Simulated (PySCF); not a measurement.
Compound: CH7NO4Si2.
Structure used (GFN2-xTB), in Å, numbered top down from 1:
```xyz
15
CH7NO4Si2 angstrom
N     -2.7788    0.1362    1.0158
C     -1.4774    0.2709    0.6955
O     -0.7709    1.0544    1.3230
Si    -0.8101   -0.8014   -0.7627
O      0.7239   -0.4745   -1.0409
Si     2.0709    0.4121   -0.6541
O      3.3804   -0.5209   -0.7726
O      1.8929    0.9796    0.8374
H     -3.1680    0.6814    1.7717
H     -3.3777   -0.4965    0.5187
H     -0.9303   -2.2048   -0.3634
H     -1.5894   -0.4535   -1.9508
H      2.2126    1.3751   -1.7233
H      3.6334   -1.1075   -0.0634
H      0.9842    1.1574    1.1472
```

Theory: TDDFT B3LYP/def2-SVPD, vertical, gas phase, core orbitals frozen in the response (PySCF 2.14.0, density-fitted response routines).

Transition dipole moments from the ground state, in atomic units and in the frame of the coordinates above (overall signs are arbitrary), for the states with f of 0.002 or more among the lowest 8:

```tsv
state	E (eV)	μx	μy	μz
S1	4.896	-0.047	0.100	-0.081
S3	6.574	-0.214	0.167	0.248
S4	6.731	0.268	-0.062	-0.140
S5	6.894	0.070	-0.184	-0.153
S6	6.927	0.058	-0.057	0.177
S7	7.133	0.748	0.213	-0.033
S8	7.266	0.215	0.074	0.021
```

Work out the oscillator strengths.

f = (2/3) ΔE |μ|² with ΔE in hartree (27.2114 eV).

```
state  |μ|² (au)  |μ| (D)      f
   S1      0.019     0.35  0.002
   S3      0.135     0.93  0.022
   S4      0.095     0.78  0.016
   S5      0.062     0.63  0.010
   S6      0.038     0.50  0.006
   S7      0.605     1.98  0.106
   S8      0.052     0.58  0.009
```

Which bond between heavy atoms lies closest to the direction of the S7 transition dipole?

Si4–O5, at 9° from it; next N1–C2 at 15°.

What angle do the transition dipoles of S3 and S7 make?

|cos θ| = |μa·μb| / (|μa| |μb|) = 0.46, so θ ≈ 62° (taken between 0 and 90°, since the signs are arbitrary).

How is the summed strength of these states shared among x, y and z?

(2/3) Σ ΔE μα² gives 0.127 for x, 0.021 for y and 0.024 for z, 0.172 in all.

What peak molar absorption coefficient would the strongest computed level give as a lone Gaussian band 0.3 eV wide at half height?

ε(max) = 2.175×10⁸ f / FWHM, with the width in cm⁻¹. S7: 2.175×10⁸ × 0.1058 / 2420 ≈ 9500 L mol⁻¹ cm⁻¹.

One conformer stands for the species.
